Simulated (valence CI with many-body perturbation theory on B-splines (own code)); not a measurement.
E1 transitions of Cl3+

Calculated by relativistic CI+MBPT: four valence electrons over a frozen Dirac-Fock core [Ne], a basis of 11 s, 11 p, 10 d, 8 f, 5 g, 2 h functions for each j, with the one-electron correlation potential Σ1 (screened to all orders), the two-electron term Σ2, the three-electron term Σ3, Breit, model QED; selected single and double excitations, second order for the rest, scaled by the run's own slope (own B-spline code, finite nucleus).

Against 24 measured levels this calculation errs by 115 cm⁻¹ on average and by 405 at most. These come from a selection out of Moore, Atomic Energy Levels, vol. I, NSRDS-NBS 35 (1971 reprint of NBS Circular 467, 1949), an old analysis. Levels without a partner in it may be off by more. Among the levels kept, up to 980 cm⁻¹ of a level comes from second order outside the variational space, and about a tenth of that is noise between levels of different J, which matters for small intervals.

Lines 351 to 400 of 516 in falling wavelength, among levels below 349408 cm⁻¹, chosen from the strongest by gf and those to the six lowest levels. Wavelengths and rates use the calculated energies, so an error of 100 cm⁻¹ moves a line at 59.57 nm by 0.06 % and its rate by three times that or more. Electric multipoles are in the length gauge, E1 and E2 with the static RPA response of the core. Weak lines are less certain than strong ones. Lines between different terms over intervals too small for the method are left out, as are lines whose strength nearly cancels. Where a level lies close to another of its J and parity, the split of strength between their lines is uncertain. The highest levels of a list are the least certain.

Names give the largest LS component (configuration and term), which can be under half, so a name can repeat, a term be missing and a line seem to break the LS rules; names also repeat where a configuration has a term twice. Letters in brackets count levels of one name in rising energy.

| λ vac (nm) | λ from measured levels | Upper | Lower | A (s⁻¹) | S (a.u.) |
| --- | --- | --- | --- | --- | --- |
| 60.50 |  | 3s.3p2.3d 5D_3 | 3s.3p3 5S°_2 | 6.28e+06 | 4.80e-03 |
| 60.41 |  | 3s2.3p.4f 3F_4 | 3s2.3p.3d 3F°_4 | 8.29e+09 | 8.12e+00 |
| 60.36 |  | 3s.3p3 1P°_1 | 3s2.3p2 3P_2 | 7.89e+08 | 2.57e-01 |
| 60.34 |  | 3s2.3p.4f 3F_2 | 3s2.3p.3d 3F°_3 | 1.06e+09 | 5.76e-01 |
| 60.28 |  | 3s2.3p.4f 3F_3 | 3s2.3p.3d 3F°_3 | 7.26e+09 | 5.49e+00 |
| 60.18 |  | 3s2.3p.4f 3F_2 | 3s2.3p.3d 3F°_2 | 7.30e+09 | 3.92e+00 |
| 60.12 |  | 3s.3p2.3d 1D_2 [b] | 3s.3p3 3S°_1 | 7.55e+08 | 4.05e-01 |
| 60.05 |  | 3s.3p3 1P°_1 | 3s2.3p2 3P_1 | 7.06e+08 | 2.26e-01 |
| 59.88 |  | 3s.3p3 1P°_1 | 3s2.3p2 3P_0 | 2.23e+08 | 7.10e-02 |
| 59.70 |  | 3s.3p2.3d 3P_2 [b] | 3s.3p3 3D°_3 | 7.85e+09 | 4.12e+00 |
| 59.67 |  | 3s.3p2.3d 3P_2 [b] | 3s.3p3 3D°_2 | 1.72e+09 | 9.02e-01 |
| 59.57 | 59.57 | 3s2.3p.3d 3P°_2 | 3s2.3p2 1D_2 | 3.11e+07 | 1.62e-02 |
| 59.43 |  | 3s.3p2.3d 3P_1 [b] | 3s.3p3 3D°_2 | 6.93e+09 | 2.15e+00 |
| 59.42 | 59.42 | 3s2.3p.3d 3P°_1 | 3s2.3p2 1D_2 | 1.84e+07 | 5.73e-03 |
| 59.41 |  | 3s.3p2.3d 3P_1 [b] | 3s.3p3 3D°_1 | 2.68e+09 | 8.32e-01 |
| 59.34 |  | 3s2.3p.5p 1S_0 [b] | 3s.3p3 1P°_1 | 4.63e+09 | 4.78e-01 |
| 59.27 |  | 3s.3p2.3d 3P_0 [b] | 3s.3p3 3D°_1 | 9.47e+09 | 9.73e-01 |
| 59.20 |  | 3s.3p2.3d 1P_1 [a] | 3s2.3p.3d 1D°_2 | 1.15e+10 | 3.55e+00 |
| 58.96 |  | 3s.3p2.4s 1D_2 | 3s.3p3 1P°_1 | 1.74e+09 | 8.79e-01 |
| 58.43 |  | 3s.3p2.3d 1P_1 [b] | 3s.3p3 1P°_1 | 1.55e+10 | 4.58e+00 |
| 57.74 |  | 3s.3p2.3d 1P_1 [b] | 3s.3p3 3S°_1 | 2.97e+09 | 8.46e-01 |
| 57.72 |  | 3s.3p2.3d 3D_3 [d] | 3s2.3p.3d 3F°_4 | 9.90e+08 | 6.58e-01 |
| 57.66 | 57.67 | 3s2.3p.3d 3D°_2 | 3s2.3p2 1D_2 | 6.13e+08 | 2.90e-01 |
| 57.61 | 57.61 | 3s2.3p.3d 3D°_3 | 3s2.3p2 1D_2 | 1.36e+07 | 9.01e-03 |
| 57.51 |  | 3s.3p3 1D°_2 | 3s2.3p2 1D_2 | 1.72e+10 | 8.07e+00 |
| 57.48 |  | 3s.3p2.3d 3D_1 [b] | 3s.3p3 3P°_1 | 2.07e+09 | 5.83e-01 |
| 57.48 |  | 3s.3p2.3d 3D_1 [b] | 3s.3p3 3P°_0 | 3.15e+09 | 8.85e-01 |
| 57.44 |  | 3s.3p2.3d 3D_2 [b] | 3s.3p3 3P°_1 | 4.34e+09 | 2.03e+00 |
| 57.44 |  | 3s.3p2.3d 3D_2 [b] | 3s.3p3 3P°_2 | 1.07e+09 | 5.01e-01 |
| 57.42 |  | 3s2.3p.5p 1D_2 [b] | 3s2.3p.3d 3F°_3 | 7.30e+08 | 3.41e-01 |
| 57.37 |  | 3s.3p2.3d 3D_3 [b] | 3s.3p3 3P°_2 | 5.43e+09 | 3.55e+00 |
| 56.79 |  | 3s.3p2.3d 3P_0 [c] | 3s.3p3 3P°_1 | 1.40e+10 | 1.27e+00 |
| 56.75 |  | 3s.3p2.3d 3P_1 [c] | 3s.3p3 3P°_1 | 3.80e+09 | 1.03e+00 |
| 56.75 |  | 3s.3p2.3d 3P_1 [c] | 3s.3p3 3P°_0 | 4.67e+09 | 1.26e+00 |
| 56.75 |  | 3s.3p2.3d 3P_1 [c] | 3s.3p3 3P°_2 | 5.55e+09 | 1.50e+00 |
| 56.68 |  | 3s.3p2.3d 3P_2 [c] | 3s.3p3 3P°_1 | 3.29e+09 | 1.48e+00 |
| 56.68 |  | 3s.3p2.3d 3P_2 [c] | 3s.3p3 3P°_2 | 1.07e+10 | 4.80e+00 |
| 56.34 |  | 3s.3p2.3d 3P_2 [d] | 3s.3p3 1P°_1 | 2.45e+09 | 1.08e+00 |
| 56.20 |  | 3s.3p2.3d 3P_1 [d] | 3s.3p3 1P°_1 | 3.29e+09 | 8.65e-01 |
| 56.18 |  | 3s2.3p.3d 1P°_1 | 3s2.3p2 1S_0 | 1.57e+10 | 4.11e+00 |
| 56.02 |  | 3s.3p2.3d 3D_1 [a] | 3s.3p3 3D°_2 | 2.88e+09 | 7.51e-01 |
| 56.02 |  | 3s.3p2.3d 3D_2 [a] | 3s.3p3 3D°_3 | 1.89e+09 | 8.19e-01 |
| 56.01 |  | 3s.3p2.3d 3D_1 [a] | 3s.3p3 3D°_1 | 7.90e+09 | 2.06e+00 |
| 55.99 |  | 3s.3p2.3d 3D_2 [a] | 3s.3p3 3D°_2 | 7.27e+09 | 3.15e+00 |
| 55.98 |  | 3s.3p2.3d 3D_3 [a] | 3s.3p3 3D°_3 | 9.77e+09 | 5.92e+00 |
| 55.98 |  | 3s.3p2.3d 3D_2 [a] | 3s.3p3 3D°_1 | 1.84e+09 | 7.96e-01 |
| 55.95 |  | 3s.3p2.3d 3D_3 [a] | 3s.3p3 3D°_2 | 1.43e+09 | 8.66e-01 |
| 55.69 |  | 3s.3p2.3d 3P_2 [d] | 3s.3p3 3S°_1 | 1.95e+10 | 8.32e+00 |
| 55.56 |  | 3s.3p2.3d 3P_1 [d] | 3s.3p3 3S°_1 | 1.86e+10 | 4.73e+00 |
| 55.50 |  | 3s.3p2.3d 3P_0 [d] | 3s.3p3 3S°_1 | 1.89e+10 | 1.59e+00 |
